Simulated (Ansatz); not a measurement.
The same path of CH5FOSeSi (10 atoms, charge 0, multiplicity 1) was run 3 times with different band settings. Lost on the way: Si4–H8. Made: Se5–H8.

The calculation used RKS PBE0-D4/def2-SVP in Ansatz 0.2.0.

Relaxed end points:

```xyz
10
Properties=species:S:1:pos:R:3
F -1.896 0.869 0.729
C -0.627 0.760 1.223
O -0.076 -0.447 0.875
Si 0.115 -1.018 -0.690
Se 1.110 0.523 -2.043
H -0.675 0.812 2.323
H -0.040 1.604 0.815
H 0.954 -2.231 -0.531
H -1.186 -1.317 -1.346
H 2.403 0.395 -1.353
```

```xyz
10
Properties=species:S:1:pos:R:3
F -2.205 0.466 1.509
C -0.917 0.840 1.251
O -0.084 -0.244 1.276
Si -0.011 -1.499 0.115
Se 1.619 -0.031 -1.529
H -0.605 1.550 2.038
H -0.913 1.338 0.259
H 1.345 -0.832 -2.732
H -1.041 -0.911 -0.887
H 2.896 -0.727 -1.297
```

Common settings: movable images 7; climbing image yes; spring 5.0 eV/Å²; optimiser quadratic models (default); start path through a guess of the saddle point; force threshold 0.05 eV/Å; end points relaxed.

| run | iteration limit |
| --- | --- |
| 1 | 48 |
| 2 | 6 |
| 3 | 6 |

(1) What does each run give, and how far can it be trusted?

Results:

(1) Run 1: converged after 20 iterations, highest image 2.565 eV above the first end. Neighbouring images differ by up to 1.4 eV, so the band resolves the path poorly. A vibrational analysis at the climbing image gives one clearly imaginary mode, 514i cm⁻¹: a first-order saddle point.
Run 2: not converged after 6 iterations, highest image 2.650 eV above the first end. The band didn't meet its force threshold, so its energies are provisional: the largest band force was still 0.79 eV/Å, and over the last iterations the top moved between 2.51 and 2.65 eV.
Run 3: not converged after 6 iterations, highest image 2.650 eV above the first end. The band didn't meet its force threshold, so its energies are provisional: the largest band force was still 0.79 eV/Å, and over the last iterations the top moved between 2.51 and 2.65 eV.
The orbitals stay closed-shell, which can raise the energy where a bond breaks towards radicals; this wasn't checked here.
